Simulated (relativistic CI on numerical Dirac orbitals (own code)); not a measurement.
# Gd4+ (4f6) in a crystal field

Calculated by Dirac-Coulomb-Breit CI, orbitals from a KLI potential per configuration, model QED (radiative potential, 1s self-energy scaled to tabulated hydrogen-like ionisation energies), one configuration in a parametric crystal field, unscaled Slater integrals (own radial code). With so little scaling, terms lie 10 to 35 % too far apart, which can change the order of excited levels.

Field parameters in Wybourne normalisation. The field is a parameter set, without covalency.

S and J are read from ⟨S²⟩ = S(S + 1) and ⟨J²⟩ = J(J + 1) of each level; they are not fictitious spins.

D3d, B20 = 2410, B40 = -580, B43 = -910, B60 = -270, B63 = 450, B66 = 310 cm⁻¹, the lowest 16 levels:

```
E (cm⁻¹)  Degeneracy  Irrep     S     J
     0.0           1     A1  2.95  0.42
     312           2      E  2.96  1.10
     941           1     A2  2.96  1.29
    1084           2      E  2.97  2.07
    1437           2      E  2.97  2.12
    1775           1     A1  2.97  2.15
    2202           1     A2  2.98  3.09
    2260           1     A1  2.98  2.99
    2384           2      E  2.98  3.11
    2578           2      E  2.98  3.06
    2678           1     A2  2.98  2.95
    3481           1     A1  2.98  4.01
    3539           2      E  2.98  4.07
    3590           2      E  2.98  4.05
    3728           1     A2  2.98  4.09
    3740           2      E  2.98  4.02
```

D3h, B20 = -80, B40 = 70, B60 = -540, B66 = 350 cm⁻¹, the lowest 10 levels:

```
E (cm⁻¹)  Degeneracy     S     J
     0.0           1  2.94  0.01
     440           1  2.96  1.01
     464           2  2.96  1.00
    1244           1  2.97  2.00
    1259           2  2.97  2.00
    1266           2  2.97  2.00
    2275           1  2.98  3.00
    2281           1  2.98  3.00
    2286           2  2.98  3.01
    2309           2  2.98  3.00
```

The next free-ion level lies 456 cm⁻¹ above the lowest; the ground level cannot split, and the field only mixes in higher J.

Levels of this model without a field, named by their leading LS term: 7F_0 0, 7F_1 456, 7F_2 1259, 7F_3 2298, 7F_4 3487, 7F_5 4765, 7F_6 6089, 5D_0 21554 cm⁻¹.
